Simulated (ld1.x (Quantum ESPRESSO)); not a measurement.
**Pseudopotential generation for Ca (Z = 20): ultrasoft, PBEsol, scalar-relativistic.**

```
Element                 : Ca (Z = 20)
Generator               : ld1.x (Quantum ESPRESSO) 7.5
Type                    : ultrasoft
Functional              : PBEsol
Relativity              : scalar-relativistic
Frozen core             : [Ne] 3s2
Valence charge          : 8
Reference configuration : 3p6 3d0 4s0 4p0 (charge +2)
Partial waves           : 4s (bound, empty): rcut 2.50, rcutus 3.40 bohr; 4s channel at 2.25 Ry: rcut 2.50, rcutus 3.40 bohr; 3p (bound): rcut 1.90, rcutus 2.40 bohr; 4p (bound, empty): rcut 1.90, rcutus 2.40 bohr; 3d (bound, empty): rcut 1.80, rcutus 2.00 bohr; 3d channel at 0.15 Ry: rcut 1.80, rcutus 2.00 bohr
Local potential         : all-electron potential smoothed inside 2.20 bohr (lloc = -2)
Core correction         : none
Augmentation charge     : built from norm-conserving waves at rcut, not smoothed further
```

All-electron outer shells of the reference configuration (PBEsol, scalar-relativistic, ld1.x):

```csv
shell,level (eV),outermost node (bohr),outermost maximum (bohr)
3s,-62.09,0.45,0.99
3p,-42.99,0.42,1.04
3d,-15.88,–,1.21
4s,-14.34,1.40,2.91
4p,-10.52,1.56,3.38
```

(1) Is the overlap operator S = 1 + Σ q|β⟩⟨β| positive definite (Bessel basis up to 400 Ry)?

(2) Tests: 3p6 3d0 4s2 4p0; 3p6 3d0 4s1 4p0; 3p6 3d0 4s1.5 4p0; 3p6 3d0 4s0 4p2; 3p6 3d0.5 4s1.5 4p0; 3p6 3d0 4s0 4p1; 3p6 3d1 4s0 4p0. Which has the largest error in its energy relative to the reference configuration, and how large is it?

A Bessel basis up to 400 Ry misses an occupied level by 0.59 Ry, so cutoffs and ghosts were not judged.

Results:

(1) Yes: its lowest eigenvalue is 0.07 (p channel).

(2) 3p6 3d0 4s0 4p2, with -1114 meV (all-electron minus pseudo) on -13.04 eV.
